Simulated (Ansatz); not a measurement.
Start from `C[CH2][InH][CH](C)C` and change one atom or group to get `C[CH2][In]([Cl])[CH](C)C`.

Ansatz, PBE0-D4/def2-TZVP geometries, multiplicity 1. Each molecule was computed in one conformer, which needn't be the lowest.

Elements past krypton have def2 core potentials.

```
                             property  `C[CH2][InH][CH](C)C`
  HOMO–LUMO gap (PBE/def2-TZVPP) / eV                   3.33
LUMO energy (ωB97M-V/def2-TZVPP) / eV                   0.09
 HOMO–LUMO gap (PBE0/def2-TZVPP) / eV                   5.14
HOMO energy (ωB97M-V/def2-TZVPP) / eV                  -8.53
HOMO–LUMO gap (B3LYP/def2-TZVPP) / eV                   4.67
  LUMO energy (B3LYP/def2-TZVPP) / eV                  -1.55
```

(1) Give the same properties after the change, and the shifts. (Best estimate.)

Results:

(1) Ansatz gave: 
```tsv
property	`C[CH2][In]([Cl])[CH](C)C`	shift
HOMO–LUMO gap (PBE/def2-TZVPP) / eV	3.84	0.51
LUMO energy (ωB97M-V/def2-TZVPP) / eV	0.17	0.08
HOMO–LUMO gap (PBE0/def2-TZVPP) / eV	5.64	0.50
HOMO energy (ωB97M-V/def2-TZVPP) / eV	-8.97	-0.44
HOMO–LUMO gap (B3LYP/def2-TZVPP) / eV	5.17	0.50
LUMO energy (B3LYP/def2-TZVPP) / eV	-1.52	0.03
```

B3LYP here is the variant with VWN-RPA as its local correlation; programs differ in this.
